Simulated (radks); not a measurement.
Question: Method: non-relativistic Kohn-Sham, LDA (Slater exchange, VWN5 correlation), spin-polarised, spherical densities, point nucleus; open shells are filled with parallel spins first (spin-orbit coupling, left out, can overturn this in heavy ions); computed with a radial shooting solver on a logarithmic mesh with Libxc functionals. Response by self-consistent Sternheimer equations with the Hartree and adiabatic LDA kernel. For heavy and open-shell atoms this level of theory can miss by tens of per cent. Rank Ag4+, Ag+, Ag, Ag2+, Ag3+, Ag5+, Ag6+ (NIST ground configurations) by static dipole polarisability, largest first.

Answer: Ag 53.66, Ag+ 10.12, Ag2+ 5.947, Ag3+ 3.970, Ag4+ 2.858, Ag5+ 2.164, Ag6+ 1.700 bohr^3.
